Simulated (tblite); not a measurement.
C4H9BrSi.
Numbering: `[CH2:1]=[CH:2][CH2:3][CH2:4][SiH2:5][Br:6]` (hydrogens: H7, H8 on C1; H9 on C2; H10, H11 on C3; H12, H13 on C4; H14, H15 on Si5)

Computed with GFN2-xTB (tblite), gas phase: L-BFGS steps from a force-field or distance-geometry start until the largest atomic force falls under 0.01 eV/Å.

Step 2: E = -516.4550 eV
```
atom  x, y, z in Å  |  force x, y, z in eV/Å
C1      2.7425    0.2054   -0.2237   -0.192  -0.045   0.193
C2      1.7306   -0.2661    0.4872   -0.086  -0.029  -0.401
C3      0.3585   -0.5575   -0.0693    0.191   0.028   0.156
C4     -0.7021    0.3287    0.5945   -0.113   0.080  -0.194
Si5    -2.4533    0.0318   -0.0619    0.201  -0.118  -0.076
Br6    -3.8295    1.4052    1.0307    0.102  -0.147  -0.133
H7      2.6485    0.4267   -1.2754    0.025  -0.018   0.048
H8      3.7012    0.3943    0.2329   -0.033   0.011  -0.098
H9      1.8677   -0.4764    1.5383   -0.093   0.003   0.052
H10     0.3507   -0.4076   -1.1510    0.055   0.105   0.014
H11     0.1252   -1.6154    0.1039   -0.032   0.101   0.089
H12    -0.7022    0.1577    1.6670    0.130  -0.009   0.236
H13    -0.4491    1.3839    0.4424    0.126  -0.089   0.038
H14    -2.5228    0.3348   -1.4845   -0.136   0.098   0.011
H15    -2.8702   -1.3376    0.2046   -0.145   0.027   0.064
```

Step 3: E = -516.4626 eV
```
atom  x, y, z in Å  |  force x, y, z in eV/Å
C1      2.7411    0.2060   -0.2219   -0.167  -0.030   0.074
C2      1.7288   -0.2678    0.4827   -0.013  -0.031  -0.111
C3      0.3613   -0.5566   -0.0669    0.016   0.011  -0.021
C4     -0.7030    0.3295    0.5932   -0.034   0.015  -0.036
Si5    -2.4507    0.0281   -0.0665    0.169  -0.058   0.045
Br6    -3.8278    1.4026    1.0284    0.113  -0.156  -0.141
H7      2.6492    0.4259   -1.2726    0.014  -0.002  -0.013
H8      3.6988    0.3942    0.2302    0.039   0.021  -0.031
H9      1.8654   -0.4759    1.5372   -0.096   0.008  -0.013
H10     0.3519   -0.4056   -1.1506    0.050   0.084   0.060
H11     0.1246   -1.6133    0.1058   -0.026   0.082   0.086
H12    -0.6995    0.1578    1.6702    0.100   0.014   0.101
H13    -0.4463    1.3827    0.4429    0.111  -0.046   0.027
H14    -2.5255    0.3365   -1.4823   -0.132   0.108  -0.089
H15    -2.8728   -1.3360    0.2058   -0.146  -0.021   0.062
```

**Question.** Estimate the geometry and energy of step 4. (The exact step hangs on the optimiser's Hessian estimate; all steps are aligned on step 3, rigid shifts and turns removed.)

**Answer.** E = -516.4699 eV, largest force 0.213 eV/Å
```
atom  x, y, z in Å  |  force x, y, z in eV/Å
C1      2.7374    0.2067   -0.2199   -0.032   0.000  -0.021
C2      1.7263   -0.2711    0.4785    0.023  -0.005   0.113
C3      0.3636   -0.5551   -0.0658   -0.144  -0.010  -0.089
C4     -0.7037    0.3300    0.5929    0.097  -0.030   0.115
Si5    -2.4447    0.0224   -0.0712    0.085  -0.003   0.102
Br6    -3.8234    1.3964    1.0227    0.101  -0.139  -0.126
H7      2.6505    0.4250   -1.2694   -0.013   0.016  -0.096
H8      3.6968    0.3944    0.2265    0.056   0.020   0.022
H9      1.8605   -0.4749    1.5343   -0.082  -0.007  -0.001
H10     0.3544   -0.4016   -1.1486    0.033   0.063   0.028
H11     0.1233   -1.6092    0.1099   -0.028   0.030   0.062
H12    -0.6945    0.1585    1.6748    0.064   0.030  -0.039
H13    -0.4407    1.3806    0.4440    0.079  -0.001   0.017
H14    -2.5313    0.3406   -1.4815   -0.111   0.098  -0.141
H15    -2.8789   -1.3347    0.2086   -0.129  -0.061   0.053
```

The energy changes by -0.0074 eV. The first-order estimate −F·Δx gives -0.0106 eV and the mean of the old and new forces, exact on a quadratic surface, -0.0074 eV. The step makes an angle of 32° with the force vector and moves no atom by more than 0.010 Å.

What follows is the cost of the whole relaxation. On one thread, Arm Neoverse V2 (aarch64), shared host with 32 logical CPUs at a one-minute load of 20, this took 0.12 s wall.
